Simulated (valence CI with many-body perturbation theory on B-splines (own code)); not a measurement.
The numbers below are computed, except where a source is named.
# Bi⁴⁴⁺: magnetic and hyperfine properties of the levels

Level of theory: configuration interaction combined with many-body perturbation theory (CI+MBPT): three valence electrons over a frozen Dirac-Fock core [Kr], radial functions for each j: 7 s, 7 p, 8 d, 6 f, 4 g, 1 h, with the one-electron correlation potential Σ1 (screened to all orders), the two-electron term Σ2, the three-electron term Σ3, Breit, model QED; selected single and double excitations, second order for the rest, scaled by the run's own slope (own B-spline code, finite nucleus).

No measured spectrum was set against this ion. As an estimate, large intervals hold to a few tenths of a per cent, small ones and those within an open d or f shell to about a per cent. The list stops below the first excitations out of the core.

A/g_I is the dipole constant over the nuclear g factor μ/I (μ in nuclear magnetons, uniformly magnetised nucleus), B/Q the quadrupole constant per barn. Both hold the static response of the core; the bare values leave it out. Large factors of s and p1/2 electrons are usually good to 5 to 10 %; those of open d and f shells near neutrality can be off by tens of per cent, and small factors of p3/2, d and f electrons come from cancelling terms and can be off by a factor of two or in sign, in half-filled shells by more. B is blank for J = 1/2, where it vanishes, and for nearly pure S terms. Energies count from the lowest level.

Levels are named by their leading jj configuration (3d3/2^4 stands for four electrons in 3d with j = 3/2), which in mixed levels can hold well under half, so a name can repeat and another be missing. Letters in brackets count levels of one name in rising energy.

| Level | E (cm⁻¹) | g | A/g_I (MHz) | A/g_I bare | B/Q (MHz/b) | B/Q bare |
| --- | --- | --- | --- | --- | --- | --- |
| (4d3/2^3) J=3/2 | 0 | 0.727 | 44700 | 43300 | -29100 | -28300 |
| (4d3/2^2 4d5/2) J=5/2 [a] | 244020 | 1.057 | 24900 | 24700 | -15500 | -15000 |
| (4d3/2^2 4d5/2) J=3/2 | 265320 | 1.175 | 19600 | 19800 | -5260 | -5080 |
| (4d3/2^2 4d5/2) J=7/2 | 282930 | 1.041 | 27200 | 27000 | 12100 | 11600 |
| (4d3/2^2 4d5/2) J=9/2 | 283780 | 1.036 | 28200 | 27900 | 32900 | 31600 |
| (4d3/2^2 4d5/2) J=1/2 | 285450 | 1.815 | -21800 | -19200 |  |  |
| (4d3/2^2 4d5/2) J=5/2 [b] | 368980 | 1.239 | 16000 | 16500 | 49700 | 48000 |
| (4d3/2 4d5/2^2) J=7/2 [a] | 521450 | 1.125 | 19700 | 19800 | -4110 | -4020 |
| (4d3/2 4d5/2^2) J=9/2 | 540090 | 1.135 | 20900 | 21000 | 8460 | 8060 |
| (4d3/2 4d5/2^2) J=3/2 [a] | 555540 | 1.113 | 23700 | 23700 | -28500 | -27500 |
| (4d3/2 4d5/2^2) J=1/2 | 566690 | 1.511 | -10000 | -8500 |  |  |
| (4d3/2 4d5/2^2) J=5/2 [a] | 570280 | 1.303 | 6030 | 6790 | 34400 | 33200 |
| (4d3/2 4d5/2^2) J=11/2 | 575740 | 1.085 | 23800 | 23700 | 60600 | 58600 |
| (4d3/2 4d5/2^2) J=5/2 [b] | 603860 | 1.090 | 25500 | 25400 | -12400 | -12000 |
| (4d3/2 4d5/2^2) J=7/2 [b] | 606320 | 1.087 | 24600 | 24600 | 12200 | 11900 |
| (4d3/2 4d5/2^2) J=3/2 [b] | 678180 | 0.879 | 40100 | 39300 | 39000 | 37700 |
| (4d5/2^3) J=9/2 | 816480 | 1.166 | 16800 | 17000 | 4000 | 3870 |
| (4d5/2^3) J=3/2 | 864090 | 1.144 | 17600 | 17800 | 2240 | 2150 |
| (4d5/2^3) J=5/2 | 902130 | 1.169 | 16800 | 17000 | 3720 | 3600 |

**Question.** Take the isotope of mass number 209, with I = 9/2, μ = 4.092 μN, leaving out the quadrupole term. What is the hyperfine structure of (4d3/2^3) J=3/2?

**Answer.** From the table A = 40600 MHz. Shifts from the centre of gravity in MHz: F = 3: -335000, F = 4: -173000, F = 5: 30400, F = 6: 274000.
